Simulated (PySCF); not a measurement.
**Correlation energy of Ar²⁺ (argon, charge +2)**

[Ne] 3s2 3p4, high-spin 3P determinant. All numbers are calculated (PySCF 2.14, no relativity, point nucleus, in aug-cc-pV(Q+d)Z with one added diffuse shell each of s, p, d, f, g type (8s7p6d4f3g, 114 functions)). Frozen: [Ne]; 6 electrons correlated.

MP2 pair energies summed by pair of shells (mhartree):

| pair | energy | share (%) |
| --- | --- | --- |
| 3p-3p | -67.24 | 46.6 |
| 3s-3p | -66.27 | 46.0 |
| 3s-3s | -10.71 | 7.4 |

Total MP2 correlation energy: -144.22 mhartree.

Same-spin part -31.46 and opposite-spin part -112.76 mhartree; SCS-MP2 scales them by 1/3 and 6/5 to -145.80 mhartree.
